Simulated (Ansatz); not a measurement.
`O[SiH2]N[SiH2]F` at its PBE0-D4/def2-TZVP geometry, where that method's forces vanish. Total charge 0; spin multiplicity 1.

```xyz
11

O     0.5030    2.3157   -0.6694
Si   -0.0102    0.8242   -1.1272
N     0.5707   -0.4549   -0.1216
Si   -0.2906   -1.3493    1.0506
F    -0.3252   -0.6022    2.4691
H     0.2665    2.6189    0.2088
H    -1.4894    0.7085   -1.0675
H     0.5144    0.6812   -2.5021
H     1.5702   -0.6111   -0.1425
H    -1.6979   -1.4871    0.6216
H     0.3886   -2.6439    1.2801
```

Question: What forces (eV/Å) does r2SCAN-D4/def2-TZVPP give on these atoms in Ansatz? (Best estimate.)

Answer: The calculation gave: 
```
O1   0.030  0.047 -0.020
Si2 -0.038 -0.015 -0.052
N3  -0.015 -0.008 -0.007
Si4 -0.030 -0.078  0.004
F5  -0.001  0.024  0.036
H6  -0.006  0.012  0.025
H7   0.025 -0.005 -0.008
H8  -0.015  0.009  0.026
H9   0.034 -0.005 -0.003
H10  0.034 -0.004  0.006
H11 -0.019  0.023 -0.007
```
